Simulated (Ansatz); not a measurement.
```xyz
9

S     0.0421    0.0589    1.1933
C     0.0096    1.2777   -0.0678
C     0.0185   -1.3000   -0.0675
C     0.0176    0.7457   -1.2349
C    -0.0551   -0.7274   -1.2493
H    -0.0569    2.2470    0.3869
H     0.0070   -2.3747    0.3338
H    -0.0235    1.3588   -2.0643
H     0.0192   -1.3252   -2.1418
```

Basis set: STO-3G (spherical functions). Frozen core: 9 orbitals. Charge 0, multiplicity 1.

Computed with Ansatz (development build ahead of 0.2.0); each method stands on the lowest determinant of its kind that the runs found. Restricted open shells among the atoms or ions are ROHF, correlated in semicanonical orbitals with singles.

(1) Give the atomization energy at this shape (free ground-state atoms in the same class of orbitals less the molecule, no zero-point energy) of singlet C₄H₄S by RHF-MP2, RHF.

Results:

(1)

```tsv
method	atomization energy
RHF-MP2	40.67 eV
RHF	34.54 eV
```

Caution: no unrestricted run beside it, a lower state can exist; the shape is not the minimum.

This basis has no polarisation functions and is too small for such energies, which can lie far from measured ones in either direction.
